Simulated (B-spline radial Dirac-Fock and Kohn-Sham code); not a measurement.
## The L3 (2p3/2) hole of rhodium ions: width and yield against charge

Method: independent-particle rates on relativistic LDA orbitals of the hole state (multipoles up to L = 3, Coulomb Auger matrix elements, transition energies from Dirac-Fock). Computed with a radial atomic solver. Tabulated ground configurations, configuration averages; single configurations, so decays that open only by mixing (as 1s 2s² with 1s 2p² in Be-like ions) are missing and such tiny yields are far too low.

| ion | configuration | radiative (eV) | non-radiative (eV) | yield |
| --- | --- | --- | --- | --- |
| Rh | [Kr] 4d8 5s1 | 0.0956 | 1.88 | 0.0485 |
| Rh⁺ | [Kr] 4d8 | 0.0957 | 1.88 | 0.0485 |
| Rh²⁺ | [Kr] 4d7 | 0.0955 | 1.88 | 0.0484 |
| Rh³⁺ | [Kr] 4d6 | 0.0952 | 1.87 | 0.0483 |
| Rh⁴⁺ | [Kr] 4d5 | 0.0947 | 1.87 | 0.0482 |
| Rh⁵⁺ | [Kr] 4d4 | 0.0942 | 1.86 | 0.0481 |
| Rh⁶⁺ | [Kr] 4d3 | 0.0936 | 1.85 | 0.0480 |
| Rh⁷⁺ | [Kr] 4d2 | 0.0928 | 1.84 | 0.0479 |
